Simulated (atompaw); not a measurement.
**Pseudopotential generation for antimony (Sb): PAW (atompaw), PBE, scalar-relativistic.**

Sb (Z = 51), PAW, made with atompaw 4.2.0.5 (PBE, scalar-relativistic). Core [Ar] 3d10, reference 4s2 4p6 4d10 5s2 5p3. Waves: 4s (bound): rc 1.40 bohr; 5s (bound): rc 1.40 bohr; 4p (bound): rc 1.40 bohr; 5p (bound): rc 1.70 bohr; 4d (bound): rc 1.70 bohr; 4d channel at -0.5 Ry: rc 1.70 bohr. Local part: bessel scheme, radius 1.25 bohr. Core correction: smooth core density matched at 0.95 bohr. Augmentation charge: besselshape compensation charge, radius 1.25 bohr; PAW radius 1.70 bohr; waves and projectors: custom rrkj vanderbiltortho.

All-electron outer shells of the reference configuration (PBE, scalar-relativistic, ld1.x):

```json
{"shell": "3p", "level (eV)": "-750.40", "outermost node (bohr)": "0.13", "outermost maximum (bohr)": "0.29"}
{"shell": "3d", "level (eV)": "-515.87", "outermost node (bohr)": "–", "outermost maximum (bohr)": "0.24"}
{"shell": "4s", "level (eV)": "-148.83", "outermost node (bohr)": "0.39", "outermost maximum (bohr)": "0.73"}
{"shell": "4p", "level (eV)": "-101.79", "outermost node (bohr)": "0.39", "outermost maximum (bohr)": "0.76"}
{"shell": "4d", "level (eV)": "-33.51", "outermost node (bohr)": "0.38", "outermost maximum (bohr)": "0.84"}
{"shell": "5s", "level (eV)": "-12.83", "outermost node (bohr)": "0.95", "outermost maximum (bohr)": "1.90"}
{"shell": "5p", "level (eV)": "-4.83", "outermost node (bohr)": "1.04", "outermost maximum (bohr)": "2.35"}
```

Estimate the cutoffs (Ry, on a coarse ladder) from which the occupation-weighted sum of valence levels, in a spherical-Bessel basis at the reference potential, stays within 10 and 1 mRy of its value at 400 Ry.

60 Ry and 100 Ry.

What does a ghost test show?

No extra level below or beside the all-electron valence levels (s, p, d, f tested).

Is the overlap operator S = 1 + Σ q|β⟩⟨β| positive definite (Bessel basis up to 400 Ry)?

Yes: its lowest eigenvalue is 0.12 (s channel).
